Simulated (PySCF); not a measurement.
# `[CH2]1[C@H](F)CC[CH2][Ge@H]1[F]`, C5H10F2Ge

Geometry:
```json
{"atom": "F1", "x (Å)": "-0.002", "y (Å)": "-1.189", "z (Å)": "-1.699"}
{"atom": "C2", "x (Å)": "-0.423", "y (Å)": "-1.403", "z (Å)": "-0.387"}
{"atom": "C3", "x (Å)": "-1.445", "y (Å)": "-0.323", "z (Å)": "-0.023"}
{"atom": "C4", "x (Å)": "-1.041", "y (Å)": "1.087", "z (Å)": "-0.458"}
{"atom": "C5", "x (Å)": "0.177", "y (Å)": "1.636", "z (Å)": "0.283"}
{"atom": "Ge6", "x (Å)": "1.685", "y (Å)": "0.359", "z (Å)": "0.107"}
{"atom": "F7", "x (Å)": "2.826", "y (Å)": "0.639", "z (Å)": "1.433"}
{"atom": "C8", "x (Å)": "0.828", "y (Å)": "-1.393", "z (Å)": "0.476"}
{"atom": "H9", "x (Å)": "-0.900", "y (Å)": "-2.393", "z (Å)": "-0.390"}
{"atom": "H10", "x (Å)": "-1.599", "y (Å)": "-0.355", "z (Å)": "1.058"}
{"atom": "H11", "x (Å)": "-2.392", "y (Å)": "-0.569", "z (Å)": "-0.509"}
{"atom": "H12", "x (Å)": "-0.840", "y (Å)": "1.076", "z (Å)": "-1.531"}
{"atom": "H13", "x (Å)": "-1.892", "y (Å)": "1.753", "z (Å)": "-0.291"}
{"atom": "H14", "x (Å)": "0.424", "y (Å)": "2.629", "z (Å)": "-0.091"}
{"atom": "H15", "x (Å)": "-0.047", "y (Å)": "1.733", "z (Å)": "1.349"}
{"atom": "H16", "x (Å)": "2.612", "y (Å)": "0.439", "z (Å)": "-1.085"}
{"atom": "H17", "x (Å)": "1.460", "y (Å)": "-2.241", "z (Å)": "0.218"}
{"atom": "H18", "x (Å)": "0.560", "y (Å)": "-1.478", "z (Å)": "1.528"}
```

The calculation used TDDFT CAM-B3LYP/def2-SVPD circular dichroism and optical rotation, one conformer, gas phase (PySCF). Geometry: GFN2-xTB.

The calculation is non-relativistic, which matters for the atoms heavier than Zn. States above about 9.3 eV (minus the energy of the highest occupied orbital) lie near or above the ionisation threshold and depend on the basis.

Problem. Draw the ECD and absorption spectra from the lowest 16 states, each a Gaussian of half-width 0.35 eV at 1/e height.

Solution. 
```
E (eV)  λ (nm)  Δε (L mol⁻¹ cm⁻¹)  ε (L mol⁻¹ cm⁻¹)
  6.75     184              -0.60              9.14
  6.90     180              -1.68              26.4
  7.05     176              -3.22              55.1
  7.20     172              -4.00              92.6
  7.35     169              -2.36               153
  7.50     165              +2.26               283
  7.65     162              +8.67               544
  7.80     159             +14.60              1040
  7.95     156             +18.25              1980
  8.10     153             +19.11              3500
  8.25     150             +16.05              5330
  8.40     148              +5.56              7020
  8.55     145             -14.31              8880
  8.70     143             -37.07             11700
  8.85     140             -48.93             15100
  9.00     138             -40.94             16900
  9.15     136             -18.35             15500
  9.30     133              +4.75             11300
```
Δε uses R in velocity form, ε uses f in length form. Only the states computed contribute, so the short-wavelength end is incomplete.
